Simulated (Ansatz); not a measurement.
`C#C[SiH](O)F` and `O[SiH](F)[SiH2]Br` differ in one atom or group.

Ansatz, PBE0-D4/def2-TZVP geometries, multiplicity 1. Each molecule was computed in one conformer, which needn't be the lowest.

Scalar relativity is left out up to krypton.

```tsv
property	`C#C[SiH](O)F`
size of the dipole moment (ωB97M-V/def2-TZVPP) / D	2.26
HOMO energy (PBE/def2-TZVPP) / eV	-7.44
LUMO energy (PBE0/def2-TZVPP) / eV	-0.54
HOMO–LUMO gap (PBE0/def2-TZVPP) / eV	8.18
LUMO energy (ωB97M-V/def2-TZVPP) / eV	1.43
HOMO–LUMO gap (B3LYP/def2-TZVPP) / eV	7.69
```

(1) Give the same properties after the change, and the shifts. (Best estimate.)

## Answers

(1) The calculation gave: 
```tsv
property	`O[SiH](F)[SiH2]Br`	shift
size of the dipole moment (ωB97M-V/def2-TZVPP) / D	1.33	-0.93
HOMO energy (PBE/def2-TZVPP) / eV	-6.90	0.54
LUMO energy (PBE0/def2-TZVPP) / eV	-1.20	-0.66
HOMO–LUMO gap (PBE0/def2-TZVPP) / eV	6.92	-1.26
LUMO energy (ωB97M-V/def2-TZVPP) / eV	0.60	-0.83
HOMO–LUMO gap (B3LYP/def2-TZVPP) / eV	6.55	-1.14
```

With PBE0 the HOMO rises by 0.61 eV and the LUMO falls by 0.66 eV, so the gap narrows by about 1.27 eV. PBE moves the HOMO by 0.54 eV and ωB97M-V by 0.83 eV. The zero-point energy changes by -1.2 kJ/mol with +3 modes. Dipoles are sizes alone; their direction can turn.

B3LYP here is the variant with VWN-RPA as its local correlation; programs differ in this.

Spin–orbit coupling is left out; it splits and shifts lone-pair levels of the heavy atoms by tenths of an eV.
